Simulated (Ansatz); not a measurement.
A CCSD(T) single point on `C#CC[SiH](F)Cl`.

```yaml
crystal:
  periodic: [false, false, false]
  atoms:
    - {symbol: C, position_ang: [-1.973031, -0.753761, 1.073869]}
    - {symbol: C, position_ang: [-1.027284, -0.753906, 0.334493]}
    - {symbol: C, position_ang: [0.135937, -0.689539, -0.521827]}
    - {symbol: Si, position_ang: [1.117038, 0.859636, -0.162559]}
    - {symbol: F, position_ang: [2.457620, 0.798779, -1.019969]}
    - {symbol: Cl, position_ang: [0.069709, 2.505170, -0.743212]}
    - {symbol: H, position_ang: [-2.818815, -0.767558, 1.719583]}
    - {symbol: H, position_ang: [-0.148119, -0.691760, -1.579339]}
    - {symbol: H, position_ang: [0.791999, -1.552121, -0.358198]}
    - {symbol: H, position_ang: [1.478144, 0.993862, 1.260159]}
basis:
  gaussian: {orbitals: def2-TZVPP}
correlation: {method: ccsd_t}
```

```sh
$ ansatz run in.yaml --threads 4 --pin off --events-out ev --progress --plain --max-ram 10444MiB
```

Output of Ansatz, abridged:

```
Functional definition: HF
1581 factors; integrals over basis functions are off by at most 9.3e-4 eV
mean field evaluation 1: about -26227.4571 eV, gradient 3.9e1 eV
mean field evaluation 2: about -26227.8328 eV, gradient 3.9e1 eV
mean field evaluation 4: about -26231.3998 eV, gradient 4.3e0 eV
mean field evaluation 8: about -26231.4641 eV, gradient 2.3e-1 eV
mean field -26231.46437807 eV, -963.9885355690 hartree, gradient 3.9e-6 eV, S^2 0.000000; 0 other end points of the search recorded, 0 dependent functions left out
14 core orbitals not correlated: weight in the atoms' cores, before any rotation towards them, 1.000 or more for the frozen orbitals, at most 0.000 for the correlated occupied ones
reference -26231.46437807 eV, -963.9885355690 hartree; 17, 17 occupied and 233, 233 virtual orbitals, 1581 factors
second order -27.81895907 eV of doubles, -0.00000000 eV of singles
cycle   1  -28.10147856 eV  change   -2.8e-1 eV  update   1.1e-1
cycle   2  -28.76288464 eV  change   -6.6e-1 eV  update   3.3e-2
cycle   3  -28.91025433 eV  change   -1.5e-1 eV  update   1.6e-2
cycle   4  -28.90237961 eV  change    7.9e-3 eV  update   4.3e-3
cycle   5  -28.90264484 eV  change   -2.7e-4 eV  update   1.8e-3
cycle   6  -28.90405361 eV  change   -1.4e-3 eV  update   5.0e-4
cycle   7  -28.90410540 eV  change   -5.2e-5 eV  update   1.7e-4
cycle   8  -28.90410726 eV  change   -1.9e-6 eV  update   5.1e-5
cycle   9  -28.90414395 eV  change   -3.7e-5 eV  update   1.7e-5
perturbative correction -1.22301484 eV, -0.0449449663 hartree
Total energy: -26261.59153686 eV, -965.0956882336 hartree
```

Run time 67 s (4 threads of an AMD EPYC 9R45 on a shared host); peak host memory 6.5 GiB.

MP2 recovers 92.3 % of the CCSD(T) correlation energy and the triples give 4.1 %; T1 = 0.0112.
